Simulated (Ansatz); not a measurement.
`CC(C)[CH2][AlH2]` + `C[SeH]` → `C[Se][AlH2]` + `CC(C)C` at 700 K and 1 bar (ligand exchange at the Al–C bond).

Isolated molecules relaxed with PBE0-D4/def2-TZVP in Ansatz; ΔE leaves out vibrations. CBS: MP2 limit from def2 TZ/QZ plus the TZ coupled-cluster correction, frozen cores. For Se outer-core shells are correlated without core-valence functions, which leaves a few kJ/mol of doubt a bond. Scalar relativity is left out up to krypton. One conformer a species, not always the lowest.

```csv
species,CCSD(T)/CBS energy (Eh),H − E (kJ/mol),S (J/(mol·K))
`CC(C)[CH2][AlH2]`,-400.83779,450.1,516.4
`C[SeH]`,-2441.15625,157.6,325.3
`C[Se][AlH2]`,-2683.80327,197.3,415.0
`CC(C)C`,-158.24397,420.1,408.8
```

H − E and S are ideal-gas, rigid-rotor, harmonic terms from PBE0-D4/def2-TZVP, for one conformer and one mirror image of each species. 1 Eh = 2625.50 kJ/mol, R = 8.31446 J/(mol·K).

By hand: ΔE, ΔH, ΔS and ΔG.

ΔE = (-2683.80327) + (-158.24397) − (-400.83779) − (-2441.15625) = -0.05320 Eh = -139.7 kJ/mol. Δ(H − E) = 197.3 + 420.1 − 450.1 − 157.6 = 9.7, so ΔH = -130.0 kJ/mol. ΔS = 415.0 + 408.8 − 516.4 − 325.3 = -17.9 J/(mol·K). ΔG = -130.0 − 700 × (-17.9)/1000 = -117.5 kJ/mol.

By hand: the equilibrium constant, and the temperature at which ΔG would vanish if ΔH and ΔS stayed fixed.

log₁₀ K = −ΔG/(RT ln 10) = 8.8. ΔG = 0 at ΔH/ΔS = 7263 K, far beyond where these terms or the molecules hold.

ΔH outweighs TΔS. A doubt of 5 kJ/mol in ΔE shifts log₁₀ K by 0.4 here. Other conformers and mirror images would add mixing entropy, several J/(mol·K) or more a flexible species. These are equilibria of isolated gas molecules and say nothing of rates. Largest T1 diagnostic: 0.010 (customary marks: 0.02 for closed shells, 0.045 for open ones).
